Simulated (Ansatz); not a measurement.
# A geometry optimisation of ClH3Si3+ with PBE0-D3(BJ)/def2-SVP

The starting geometry of this gas-phase doublet was optimised with GFN2-xTB.

```yaml
atoms:
  - { symbol: Cl, position_ang: [1.5576, -3.0818, 0.1995] }
  - { symbol: Si, position_ang: [-2.9179, -0.0194, -0.1526] }
  - { symbol: Si, position_ang: [-0.6780, -0.4350, 0.0943] }
  - { symbol: Si, position_ang: [-0.4065, -2.7100, 0.0407] }
  - { symbol: H, position_ang: [-3.2121, 1.4219, -0.1330] }
  - { symbol: H, position_ang: [-4.2792, -0.5565, -0.3390] }
  - { symbol: H, position_ang: [-0.9708, -4.0656, -0.0509] }
```

Question: Predict what it relaxes into with PBE0-D3(BJ)/def2-SVP.

Answer: It keeps its bonds.

The energy falls by 0.77 eV over 15 steps:

```json
{"step": "1", "E − E(last) (eV)": "0.774"}
{"step": "3", "E − E(last) (eV)": "0.559"}
{"step": "4", "E − E(last) (eV)": "0.484"}
{"step": "6", "E − E(last) (eV)": "0.316"}
{"step": "7", "E − E(last) (eV)": "0.240"}
{"step": "9", "E − E(last) (eV)": "0.102"}
{"step": "10", "E − E(last) (eV)": "0.048"}
{"step": "12", "E − E(last) (eV)": "0.004"}
{"step": "13", "E − E(last) (eV)": "0.000"}
{"step": "15", "E − E(last) (eV)": "0.000"}
```

Final geometry (Å):

```
atom    x (Å)    y (Å)    z (Å)
  Cl   0.9835  -2.7342  -0.8755
  Si  -2.5092  -0.2826  -0.1358
  Si  -0.7719  -0.3098   1.3468
  Si  -0.6558  -2.2852   0.1994
   H  -2.7204   0.8601  -1.0648
   H  -3.6337  -1.2634  -0.1146
   H  -1.5994  -3.4315   0.3035
```

Frequencies at the end are all real (lowest 80 cm⁻¹). Open shells are spin-unrestricted. Run with Ansatz 0.2.0, 56 s on 2 threads of AMD EPYC 7R43 64-Core Processor (Zen 3), with other jobs on the host.
